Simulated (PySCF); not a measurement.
# Strontium: a sound run and one with changed settings

Sound run: Sr⁺ [Kr] 5s1, Sr²⁺ [Kr]. Calculation: PySCF 2.14, in def2-SVP with the def2 core potential (28 electrons); a scalar-relativistic core potential. The sound run starts from symmetry-adapted Hartree-Fock orbitals and uses a fine grid where one is needed.

Changed run: initial guess 1e, at most 50 SCF cycles.

| species | method | sound run (hartree) | changed run (hartree) | converged |
| --- | --- | --- | --- | --- |
| Sr⁺ | UHF | -30.16456 | -30.09192 | yes |
| Sr⁺ | M06-2X | -30.39959 | -30.39959 | yes |
| Sr⁺ | PBE0 | -30.46147 | -30.46147 | yes |
| Sr²⁺ | UHF | -29.78096 | -29.78096 | yes |
| Sr²⁺ | M06-2X | -29.99548 | -29.99548 | yes |
| Sr²⁺ | PBE0 | -30.05595 | -30.05595 | yes |

Ionisation energy of Sr⁺:

| method | sound run (eV) | changed run (eV) |
| --- | --- | --- |
| M06-2X | 10.996 | 10.996 |
| PBE0 | 11.035 | 11.035 |

The plain start fixes occupations by D2h representation alone, and Sr⁺ at UHF landed in another state (other ⟨L²⟩ or ⟨S²⟩). 

For comparison, NIST gives 11.030 eV between the lowest levels.
